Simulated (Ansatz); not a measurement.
Molecular dynamics of Ti$_{12}$HO

Input:

```yaml
accuracy: low
crystal:
  lattice:
    - [5.9, 0.0, 0.0]
    - [2.95, 5.10955, 0.0]
    - [0.0, 0.0, 19.6846]
  atoms:
    - { symbol: Ti, position: [0.0, 0.0, 0.0508011] }
    - { symbol: Ti, position: [0.5, 0.0, 0.0508011] }
    - { symbol: Ti, position: [0.0, 0.5, 0.0508011] }
    - { symbol: Ti, position: [0.5, 0.5, 0.0508011] }
    - { symbol: Ti, position: [-0.1666667, 0.3333333, 0.1697926] }
    - { symbol: Ti, position: [0.3333333, 0.3333333, 0.1697926] }
    - { symbol: Ti, position: [-0.1666667, 0.8333333, 0.1697926] }
    - { symbol: Ti, position: [0.3333333, 0.8333333, 0.1697926] }
    - { symbol: Ti, position: [0.0, 0.0, 0.2887841] }
    - { symbol: Ti, position: [0.5, 0.0, 0.2887841] }
    - { symbol: Ti, position: [0.0, 0.5, 0.2887841] }
    - { symbol: Ti, position: [0.5, 0.5, 0.2887841] }
    - { symbol: O, position: [0.850163, 0.2980484, 0.5007238] }
    - { symbol: H, position: [0.8493438, 0.3493005, 0.5479688] }
basis:
  ecutwfc: 420.0
kpoints:
  mp_grid: { grid: [3, 3, 1] }
hamiltonian:
  xc: pbe
  dispersion: d3bj
scf:
  occupations: { method: fermi_dirac, width: 0.1 }
  lower_state_search: "off"
md:
  timestep: 0.5
  n_steps: 280
  ensemble: nve
  initial_velocities: zero
  seed: 359392
  initial_site_velocities:
    - { site: 12, velocity: [0.0, 0.0, -0.030128] }
    - { site: 13, velocity: [0.0, 0.0, -0.030128] }
  constraints: [{ sites: [0, 1, 2, 3] }]
```

Run as:

```bash
$ ansatz run input.yaml --threads 2 --pin off --max-ram 5120MiB --backend cpu --events-out ev --progress --plain --runs-dir out
```

It starts from an unrelaxed structure (largest force component 0.54 eV/Å).

Output, in part (step lines):

```
md step     0: t =     0.00 fs  T =   618.9 K  F+E_penalty+E_count = -30573.87762664 eV  E_kin = 0.799976 eV  conserved = -30573.07765052 eV  (20 SCF iters)
[... lines left out ...]
```

The steps, from the saved trajectory:

```csv
time (fs),T (K),potential energy less start (eV),conserved less start (meV/atom)
0,619,0.000,0.00
4.5,669,-0.064,0.00
9,733,-0.148,0.00
13.5,818,-0.258,0.00
18,934,-0.408,0.00
22.5,1096,-0.616,0.00
27,1317,-0.902,0.00
31.5,1600,-1.268,0.00
36,1925,-1.688,0.00
40.5,2274,-2.140,0.00
45,2666,-2.647,0.00
49.5,3155,-3.278,0.01
54,3798,-4.109,-0.01
58.5,4365,-4.844,-0.08
63,4220,-4.656,-0.11
67.5,3313,-3.482,0.04
72,2965,-3.032,0.02
76.5,3417,-3.616,0.05
81,4331,-4.800,-0.12
85.5,4506,-5.025,-0.04
90,4564,-5.099,-0.02
94.5,4310,-4.774,-0.21
99,2678,-2.662,0.00
103.5,1920,-1.682,-0.05
108,1774,-1.494,-0.05
112.5,1588,-1.253,0.02
117,2042,-1.840,-0.02
121.5,2668,-2.649,-0.03
126,3341,-3.519,-0.03
130.5,3926,-4.278,-0.22
135,3858,-4.185,0.18
139.5,4438,-4.940,-0.25
```

The run went to its last step. The conserved energy stayed within 0.5 meV per atom of its start (net change -0.097 meV per atom), so the integration is sound. A run of 0.14 ps of so small a system gives no equilibrium averages. Limits of this set-up: coarse k mesh, thin slab, slab without dipole correction, odd electron count without spin, low accuracy level.

Mean squared displacements from the first frame to the last: Ti 0.12 Å², O 18.97 Å², H 55.81 Å².

Last frame:

```xyz
14
Lattice="5.9000 0.0000 0.0000 2.9500 5.1095 0.0000 0.0000 0.0000 19.6846" Properties=species:S:1:pos:R:3
Ti 0.000 0.000 1.000
Ti 2.950 0.000 1.000
Ti 1.475 2.555 1.000
Ti 4.425 2.555 1.000
Ti 0.022 1.659 2.819
Ti 2.966 1.628 2.870
Ti 1.503 4.292 2.933
Ti 4.341 4.247 3.012
Ti 0.023 0.083 5.439
Ti 2.970 -0.044 5.243
Ti 1.680 2.588 5.197
Ti 4.297 2.511 5.394
O 5.861 1.891 5.516
H 1.094 -0.925 5.889
```

Run time: 34 min on 2 threads of Intel(R) Xeon(R) CPU @ 2.80GHz (Skylake/Cascade Lake) (shared host), peak memory 1.3 GiB.
